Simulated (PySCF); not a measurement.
## o-cresol (Oc1c(C)cccc1, C7H8O)

Molfile (atoms numbered from 1):
```
C7H8O
     RDKit          3D

 16 16  0  0  0  0  0  0  0  0999 V2000
   -1.8711   -0.9669   -0.6359 C   0  0  0  0  0  0  0  0  0  0  0  0
   -0.4500   -0.5897   -0.3337 C   0  0  0  0  0  0  0  0  0  0  0  0
    0.6113   -1.4774   -0.5273 C   0  0  0  0  0  0  0  0  0  0  0  0
    1.9268   -1.1175   -0.2431 C   0  0  0  0  0  0  0  0  0  0  0  0
    2.1934    0.1605    0.2469 C   0  0  0  0  0  0  0  0  0  0  0  0
    1.1558    1.0645    0.4489 C   0  0  0  0  0  0  0  0  0  0  0  0
   -0.1598    0.6950    0.1611 C   0  0  0  0  0  0  0  0  0  0  0  0
   -1.1316    1.6100    0.3748 O   0  0  0  0  0  0  0  0  0  0  0  0
   -2.3180   -0.3125   -1.4056 H   0  0  0  0  0  0  0  0  0  0  0  0
   -1.9358   -1.9961   -1.0134 H   0  0  0  0  0  0  0  0  0  0  0  0
   -2.5132   -0.9118    0.2614 H   0  0  0  0  0  0  0  0  0  0  0  0
    0.3927   -2.4776   -0.9118 H   0  0  0  0  0  0  0  0  0  0  0  0
    2.7379   -1.8305   -0.4034 H   0  0  0  0  0  0  0  0  0  0  0  0
    3.2193    0.4592    0.4751 H   0  0  0  0  0  0  0  0  0  0  0  0
    1.3395    2.0702    0.8314 H   0  0  0  0  0  0  0  0  0  0  0  0
   -1.9841    1.2301    0.1391 H   0  0  0  0  0  0  0  0  0  0  0  0
  1  2  1  0
  2  3  2  0
  3  4  1  0
  4  5  2  0
  5  6  1  0
  6  7  2  0
  7  8  1  0
  7  2  1  0
  1  9  1  0
  1 10  1  0
  1 11  1  0
  3 12  1  0
  4 13  1  0
  5 14  1  0
  6 15  1  0
  8 16  1  0
M  END
```

Method: PySCF, quadratic response CAM-B3LYP/aug-cc-pVDZ first hyperpolarisability, Taylor convention, gas phase. Geometry: PBE0-D3(BJ)/def2-SVP.

Problem. What is the first hyperpolarisability, and how does it disperse?

Solution. In 10⁻³⁰ esu, Taylor convention; the vector part is βᵢ = ⅓ Σⱼ (βᵢⱼⱼ + βⱼᵢⱼ + βⱼⱼᵢ); β∥ is 3/5 of the vector part along the dipole, the dipole points from − to +:
| process | λ (nm) | β vector norm | β∥ | β HRS | depolarisation ratio |
| --- | --- | --- | --- | --- | --- |
| static β(0;0,0) | ∞ | 2.16 | 0.19 | 0.83 | 6.90 |
| second harmonic β(−2ω;ω,ω) | 1907 | 2.27 | 0.20 | 0.87 | 6.98 |
| Pockels β(−ω;ω,0) | 1907 | 2.19 | 0.19 | – | – |
| second harmonic β(−2ω;ω,ω) | 1064 | 2.57 | 0.23 | 0.98 | 7.21 |
| Pockels β(−ω;ω,0) | 1064 | 2.28 | 0.20 | – | – |

Problem. Which lowest excitations, dipole and polarisabilities go with it?

Solution. S1 5.14 eV (f = 0.040); S2 5.47 eV (f = 0.004); S3 5.87 eV (f = 0.020); dipole 1.73 D; isotropic α 87.4 au static, 87.8 au at 1907 nm, 88.5 au at 1064 nm, 88.8 au at 953.5 nm, 92.0 au at 532 nm.
